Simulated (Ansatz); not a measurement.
Ansatz (an electronic-structure program) input:

Ansatz 0.2 input:
```yaml
crystal:
  periodic: [false, false, false]
  atoms:
    - {symbol: Si, position_ang: [0.02215711, -0.33186367, -0.14374863]}
    - {symbol: O, position_ang: [1.57238867, -0.27774281, -0.21881858]}
    - {symbol: F, position_ang: [-0.64318888, -0.11153209, 1.35865699]}
    - {symbol: F, position_ang: [-0.78895656, 0.87464696, -0.94054261]}
basis:
  gaussian:
    orbitals: def2-TZVPD
hamiltonian:
  xc: {name: B97M-V}
total_charge: -1
magnetization: {spin_polarized: true, initial_magnetization: 1}
output: {forces: true}
```

**Question.** What final total energy does it print?

**Answer.** -564.55260 Eh (B97M-V/def2-TZVPD). The basis has 163 functions.
